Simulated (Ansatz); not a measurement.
Correlation energies of `[SiH3][Al]1[AlH][SiH2]1` by basis set

Cartesian coordinates in Å:
```
Si 2.275 0.429 -0.552
Al -0.140 0.455 -0.087
Al -2.398 0.985 0.788
Si -1.899 -1.217 0.158
H 2.648 1.586 -1.415
H 3.064 0.536 0.709
H 2.690 -0.818 -1.252
H -3.690 1.903 0.779
H -0.462 -1.157 0.816
H -2.087 -2.701 0.055
```

Charge 0, multiplicity 1. The structure was optimised at the PBE0-D4/def2-TZVP level. Frozen core, restricted reference, the Gaussian-basis code of Ansatz. CBS rows extrapolate triple and quadruple zeta; past MP2 they add the triple-zeta difference.

```csv
basis,HF (Eh),MP2 corr.
def2-SVP,-1064.78153,-0.32813
def2-TZVPP,-1065.15366,-0.40783
def2-QZVPP,-1065.18422,-0.43637
```

Estimate the CCSD correlation energy and the (T) correction in each basis where they were run (hartree).


```csv
basis,CCSD corr.,(T)
def2-SVP,-0.39276,-0.01564
def2-TZVPP,-0.47126,-0.02274
CBS(def2),-0.52095,as TZ
```
